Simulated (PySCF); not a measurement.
# Radial density of Cu⁺ (copper, charge +1)

UHF, [Ar] 3d10, closed-shell 1S. Computed with PySCF 2.14 in cc-pVDZ-DK (6s5p3d1f, 43 functions), with scalar relativity by spin-free X2C-1e.

```json
{"r (bohr)": "0.000925", "4πr²ρ (e/bohr)": "0.2728"}
{"r (bohr)": "0.00156", "4πr²ρ (e/bohr)": "0.6810"}
{"r (bohr)": "0.00262", "4πr²ρ (e/bohr)": "1.664"}
{"r (bohr)": "0.00440", "4πr²ρ (e/bohr)": "3.920"}
{"r (bohr)": "0.00740", "4πr²ρ (e/bohr)": "8.699"}
{"r (bohr)": "0.0125", "4πr²ρ (e/bohr)": "17.35"}
{"r (bohr)": "0.0209", "4πr²ρ (e/bohr)": "28.78"}
{"r (bohr)": "0.0352", "4πr²ρ (e/bohr)": "35.36"}
{"r (bohr)": "0.0593", "4πr²ρ (e/bohr)": "30.20"}
{"r (bohr)": "0.0997", "4πr²ρ (e/bohr)": "30.27"}
{"r (bohr)": "0.168", "4πr²ρ (e/bohr)": "40.23"}
{"r (bohr)": "0.282", "4πr²ρ (e/bohr)": "23.59"}
{"r (bohr)": "0.474", "4πr²ρ (e/bohr)": "20.09"}
{"r (bohr)": "0.798", "4πr²ρ (e/bohr)": "18.89"}
{"r (bohr)": "1.34", "4πr²ρ (e/bohr)": "5.278"}
{"r (bohr)": "2.26", "4πr²ρ (e/bohr)": "0.7291"}
{"r (bohr)": "3.80", "4πr²ρ (e/bohr)": "0.04292"}
{"r (bohr)": "6.39", "4πr²ρ (e/bohr)": "4.297e-05"}
```

Densities and radii are taken from the X2C orbitals without a picture-change correction, which distorts them close to the nucleus.
